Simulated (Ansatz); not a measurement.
`O=C=[N][AlH][Cl]` + CH₄ → `[CH3][AlH][N]=C=O` + HCl at 400 K and 1 bar (formal exchange of groups at the Al–Cl bond).

Computed with Ansatz on PBE0-D4/def2-TZVP structures; ΔE is electronic, products minus reactants. CBS: MP2 limit from def2 TZ/QZ plus the TZ coupled-cluster correction, frozen cores. This one scheme is used for every species. Each species was taken in one conformer, which may not be the lowest.

| species | CCSD(T)/CBS energy (Eh) | H − E (kJ/mol) | S (J/(mol·K)) |
| --- | --- | --- | --- |
| `O=C=[N][AlH][Cl]` | -870.43852 | 86.1 | 367.4 |
| CH₄ | -40.46206 | 131.3 | 197.2 |
| `[CH3][AlH][N]=C=O` | -450.45557 | 179.3 | 399.1 |
| HCl | -460.38127 | 29.6 | 195.4 |

H − E and S are ideal-gas, rigid-rotor, harmonic terms from PBE0-D4/def2-TZVP, for one conformer and one mirror image of each species. 1 Eh = 2625.50 kJ/mol, R = 8.31446 J/(mol·K).

Task: By hand: ΔE, ΔH, ΔS and ΔG.

Result: ΔE = (-450.45557) + (-460.38127) − (-870.43852) − (-40.46206) = 0.06374 Eh = 167.3 kJ/mol. Δ(H − E) = 179.3 + 29.6 − 86.1 − 131.3 = -8.5, so ΔH = 158.8 kJ/mol. ΔS = 399.1 + 195.4 − 367.4 − 197.2 = 29.9 J/(mol·K). ΔG = 158.8 − 400 × (29.9)/1000 = 146.8 kJ/mol.

Task: By hand: the equilibrium constant, and the temperature at which ΔG would vanish if ΔH and ΔS stayed fixed.

Result: log₁₀ K = −ΔG/(RT ln 10) = -19.2. ΔG = 0 at ΔH/ΔS = 5311 K, far beyond where these terms or the molecules hold.

ΔH outweighs TΔS. A doubt of 5 kJ/mol in ΔE shifts log₁₀ K by 0.7 here. Other conformers and mirror images would add mixing entropy, several J/(mol·K) or more a flexible species. Modes under 60 cm⁻¹, often nearly free rotors, make the harmonic entropy too high. These are equilibria of isolated gas molecules and say nothing of rates. Largest T1 diagnostic: 0.015 (customary marks: 0.02 for closed shells, 0.045 for open ones).
